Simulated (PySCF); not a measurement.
F4V (SMILES [F][V+]([F])([F])[F]), charge +1, singlet, geometry from GFN2-xTB (such geometries of metal compounds can be far from the true shape) (the multiplicity is a formal guess); DF-B3LYP/aug-cc-pVDZ in PySCF.

Input for PySCF:
```python
from pyscf import gto, scf, dft
import numpy

mol = gto.Mole()
mol.atom = '''
    V    -0.00000000   -0.00000000   -0.00000000
    F     1.05787016    0.73619422   -0.92212232
    F     0.75522470   -0.97142821    0.99867095
    F    -0.99429019   -0.84029363   -0.90370040
    F    -0.81880467    1.07552761    0.82715177
'''
mol.basis = 'aug-cc-pvdz'
mol.charge = 1
mol.verbose = 4
mol.build()
print('smallest overlap eigenvalue', numpy.linalg.eigvalsh(mol.intor('int1e_ovlp'))[0])

mf = dft.RKS(mol)
mf.xc = 'b3lyp'
mf = mf.density_fit(auxbasis='def2-universal-jkfit')
mf = scf.addons.remove_linear_dep_(mf, threshold=1e-4, lindep=1e-4)
mf.kernel()
mf.analyze()
```

Task: Predict the main parts of the log of this PySCF run.

Result: 
```
PySCF version 2.14.0

[INPUT] verbose = 4
[INPUT] num. atoms = 5
[INPUT] num. electrons = 58
[INPUT] charge = 1
[INPUT] spin (= nelec alpha-beta = 2S) = 0
[INPUT] symmetry False subgroup None
[INPUT] Mole.unit = angstrom
[INPUT] Symbol           X                Y                Z      unit          X                Y                Z       unit  Magmom
[...]
nuclear repulsion = 375.866787093617
number of shells = 43
number of NR pGTOs = 278
number of NR cGTOs = 151
basis = aug-cc-pvdz
ecp = {}
input.py:21: DeprecationWarning: remove_linear_dep_ is deprecated and will be removed in a future release. Linear dependency handling is now built into the SCF procedure by default. Linear dependency removal can be controlled using the following settings:
  pyscf.scf.hf.remove_overlap_zero_eigenvalue = True
  pyscf.scf.hf.overlap_zero_eigenvalue_threshold = 1e-6

  mf = scf.addons.remove_linear_dep_(mf, threshold=1e-4, lindep=1e-4)
smallest overlap eigenvalue 6.912996577638612e-05
Applying remove_linear_dep_ on SCF object.
Using canonical orthogonalization with threshold 0.0001

******** <class 'pyscf.df.df_jk.DFRKS'> ********
method = DFRKS
initial guess = minao
damping factor = 0
level_shift factor = 0
DIIS = <class 'pyscf.scf.diis.CDIIS'>
diis_start_cycle = 1
diis_space = 8
diis_damp = 0
SCF conv_tol = 1e-09
SCF conv_tol_grad = None
SCF max_cycles = 50
direct_scf = False
XC library pyscf.dft.libxc version 7.1.2
    S. Lehtola, C. Steigemann, M. J. T. Oliveira, and M. A. L. Marques,  SoftwareX 7, 1–5 (2018)
XC functionals = b3lyp
    P. J. Stephens, F. J. Devlin, C. F. Chabalowski, and M. J. Frisch,  J. Phys. Chem. 98, 11623 (1994)
radial grids:
    Treutler-Ahlrichs [JCP 102, 346 (1995); DOI:10.1063/1.469408] (M4) radial grids

becke partition: Becke, JCP 88, 2547 (1988); DOI:10.1063/1.454033
pruning grids: <function nwchem_prune>
grids dens level: 3
symmetrized grids: False
atomic radii adjust function: <function treutler_atomic_radii_adjust>
small_rho_cutoff = 0
Set gradient conv threshold to 3.16228e-05
Initial guess from minao.
tot grids = 77952
******** <class 'pyscf.df.df.DF'> ********
auxbasis = def2-universal-jkfit
init E= -1343.90094376424
[...]
cycle= 1 E= -1342.92193068401  delta_E= 0.979  |g|= 1.38  |ddm|= 2.97
[...]
cycle= 2 E= -1332.22102387768  delta_E= 10.7  |g|= 8.98  |ddm|= 4.37
[...]
cycle= 3 E= -1343.13686154296  delta_E= -10.9  |g|= 0.95  |ddm|= 3.62
[...]
cycle= 4 E= -1343.26084926004  delta_E= -0.124  |g|= 0.161  |ddm|= 0.42
[...]
cycle= 5 E= -1343.26401594615  delta_E= -0.00317  |g|= 0.0852  |ddm|= 0.208
[...]
cycle= 6 E= -1343.25922035773  delta_E= 0.0048  |g|= 0.192  |ddm|= 0.065
[...]
cycle= 7 E= -1343.25868965452  delta_E= 0.000531  |g|= 0.199  |ddm|= 0.00451
[...]
cycle= 8 E= -1343.25849052178  delta_E= 0.000199  |g|= 0.203  |ddm|= 0.00667
[...]
cycle= 9 E= -1343.25773809417  delta_E= 0.000752  |g|= 0.214  |ddm|= 0.0105
[...]
cycle= 10 E= -1343.25748712725  delta_E= 0.000251  |g|= 0.218  |ddm|= 0.00957
[...]
cycle= 11 E= -1343.26119932484  delta_E= -0.00371  |g|= 0.157  |ddm|= 0.0395
[...]
cycle= 12 E= -1343.26299666443  delta_E= -0.0018  |g|= 0.117  |ddm|= 0.0274
[...]
cycle= 13 E= -1343.26261021883  delta_E= 0.000386  |g|= 0.127  |ddm|= 0.00645
[...]
cycle= 14 E= -1343.26240757356  delta_E= 0.000203  |g|= 0.132  |ddm|= 0.00895
[...]
cycle= 15 E= -1343.26273666034  delta_E= -0.000329  |g|= 0.124  |ddm|= 0.00813
[...]
cycle= 16 E= -1343.26283284307  delta_E= -9.62e-05  |g|= 0.121  |ddm|= 0.00336
[...]
cycle= 17 E= -1343.26283733405  delta_E= -4.49e-06  |g|= 0.121  |ddm|= 0.00384
[...]
cycle= 18 E= -1343.26268420633  delta_E= 0.000153  |g|= 0.125  |ddm|= 0.00547
[...]
cycle= 19 E= -1343.26268735817  delta_E= -3.15e-06  |g|= 0.125  |ddm|= 0.00289
[...]
cycle= 20 E= -1343.26275706892  delta_E= -6.97e-05  |g|= 0.123  |ddm|= 0.00658
[...]
cycle= 21 E= -1343.26359034319  delta_E= -0.000833  |g|= 0.0996  |ddm|= 0.0245
[...]
cycle= 22 E= -1343.2645606273  delta_E= -0.00097  |g|= 0.0657  |ddm|= 0.106
[...]
cycle= 23 E= -1343.26325116448  delta_E= 0.00131  |g|= 0.109  |ddm|= 0.111
[...]
cycle= 24 E= -1343.26361569663  delta_E= -0.000365  |g|= 0.0975  |ddm|= 0.0151
[...]
cycle= 25 E= -1343.26336462666  delta_E= 0.000251  |g|= 0.107  |ddm|= 0.0111
[...]
cycle= 26 E= -1343.26340139035  delta_E= -3.68e-05  |g|= 0.106  |ddm|= 0.00115
[...]
cycle= 27 E= -1343.26329881055  delta_E= 0.000103  |g|= 0.108  |ddm|= 0.0121
[...]
cycle= 28 E= -1343.26331532797  delta_E= -1.65e-05  |g|= 0.108  |ddm|= 0.0108
[...]
cycle= 29 E= -1343.26306833151  delta_E= 0.000247  |g|= 0.115  |ddm|= 0.0134
[...]
cycle= 30 E= -1343.26319878663  delta_E= -0.00013  |g|= 0.111  |ddm|= 0.0134
[...]
cycle= 31 E= -1343.26437220295  delta_E= -0.00117  |g|= 0.0716  |ddm|= 0.112
[...]
cycle= 32 E= -1343.2629741584  delta_E= 0.0014  |g|= 0.118  |ddm|= 0.103
[...]
cycle= 33 E= -1343.26325340128  delta_E= -0.000279  |g|= 0.108  |ddm|= 0.0341
[...]
cycle= 34 E= -1343.26417206095  delta_E= -0.000919  |g|= 0.0793  |ddm|= 0.0302
[...]
cycle= 35 E= -1343.26323688056  delta_E= 0.000935  |g|= 0.111  |ddm|= 0.0329
[...]
cycle= 36 E= -1343.26306204792  delta_E= 0.000175  |g|= 0.116  |ddm|= 0.0102
[...]
cycle= 37 E= -1343.26310930234  delta_E= -4.73e-05  |g|= 0.114  |ddm|= 0.00811
[...]
cycle= 38 E= -1343.26309341867  delta_E= 1.59e-05  |g|= 0.115  |ddm|= 0.00392
[...]
cycle= 39 E= -1343.26312455221  delta_E= -3.11e-05  |g|= 0.114  |ddm|= 0.012
[...]
cycle= 40 E= -1343.26140683732  delta_E= 0.00172  |g|= 0.148  |ddm|= 0.152
[...]
cycle= 41 E= -1343.26322072939  delta_E= -0.00181  |g|= 0.113  |ddm|= 0.14
[...]
cycle= 42 E= -1343.26307505453  delta_E= 0.000146  |g|= 0.115  |ddm|= 0.0468
[...]
cycle= 43 E= -1343.26413579923  delta_E= -0.00106  |g|= 0.0791  |ddm|= 0.0388
[...]
cycle= 44 E= -1343.26340133075  delta_E= 0.000734  |g|= 0.107  |ddm|= 0.0429
[...]
cycle= 45 E= -1343.26301971441  delta_E= 0.000382  |g|= 0.117  |ddm|= 0.0191
[...]
cycle= 46 E= -1343.26299127867  delta_E= 2.84e-05  |g|= 0.118  |ddm|= 0.006
[...]
cycle= 47 E= -1343.26314665912  delta_E= -0.000155  |g|= 0.113  |ddm|= 0.00785
[...]
cycle= 48 E= -1343.26308183304  delta_E= 6.48e-05  |g|= 0.115  |ddm|= 0.00941
[...]
cycle= 49 E= -1343.2588217652  delta_E= 0.00426  |g|= 0.193  |ddm|= 0.172
[...]
cycle= 50 E= -1343.26332577894  delta_E= -0.0045  |g|= 0.11  |ddm|= 0.159
SCF not converged.
SCF energy = -1343.26332577894
**** SCF Summaries ****
Total Energy =                       -1343.263325778937087
Nuclear Repulsion Energy =             375.866787093616836
One-electron Energy =                -2581.397275927336523
Two-electron Energy =                  862.267163054782372
Two-electron Coulomb Energy =          949.074029881079127
DFT Exchange-Correlation Energy =      -86.806866826296798
HOMO-LUMO gap [eV] =                     8.211619438195036
**** MO energy ****
[...]
 ** Mulliken pop on meta-lowdin orthogonal AOs  **
 ** Mulliken pop  **
 ** Mulliken atomic charges  **
charge of    0V =      1.79216
charge of    1F =     -0.18631
charge of    2F =     -0.20552
charge of    3F =     -0.20758
charge of    4F =     -0.19275

WARN: System has nonzero charge 1; the dipole moment is origin-dependent.
Location of origin: [0. 0. 0.]

Dipole moment(X, Y, Z, Debye):  0.04595,  0.13985, -0.00991
```

Convergence was not reached.
